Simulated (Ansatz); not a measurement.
```yaml
crystal:
  periodic: [false, false, false]
  atoms:
    - {symbol: F, position_ang: [-1.259327, -2.290919, 1.649256]}
    - {symbol: C, position_ang: [-0.553733, -1.490956, 0.845405]}
    - {symbol: C, position_ang: [0.460436, -2.035283, 0.081562]}
    - {symbol: C, position_ang: [1.189541, -1.196264, -0.746247]}
    - {symbol: C, position_ang: [0.904500, 0.158606, -0.804710]}
    - {symbol: C, position_ang: [-0.119582, 0.674889, -0.024329]}
    - {symbol: C, position_ang: [-0.468482, 2.132547, -0.118911]}
    - {symbol: F, position_ang: [-0.989422, 2.598241, 1.021962]}
    - {symbol: F, position_ang: [-1.376486, 2.356400, -1.082079]}
    - {symbol: F, position_ang: [0.599124, 2.884226, -0.408837]}
    - {symbol: C, position_ang: [-0.862573, -0.146697, 0.810345]}
    - {symbol: H, position_ang: [0.667416, -3.096168, 0.145227]}
    - {symbol: H, position_ang: [1.990634, -1.604759, -1.350190]}
    - {symbol: H, position_ang: [1.478630, 0.813334, -1.447095]}
    - {symbol: H, position_ang: [-1.660677, 0.242814, 1.428630]}
basis:
  gaussian: {orbitals: def2-SVP, fitting: {mean_field: cc-pVTZ-jkfit}, nuclear_model: gaussian}
total_charge: 1
magnetization: {spin_polarized: true, initial_magnetization: 2}
hamiltonian: {xc: {name: r2SCAN50}}
output: {forces: true}
```

```sh
$ ansatz run in.yaml --threads 2 --pin off --events-out ev --progress --plain --max-ram 22528MiB --backend cpu
```

Output, abridged:

```
Error: a molecule whose nuclei and cores have a total charge of 82 cannot have a net charge of 1 together with 2 unpaired electrons
```

In this input the number of unpaired electrons doesn't fit the electron count. The program refused the input.
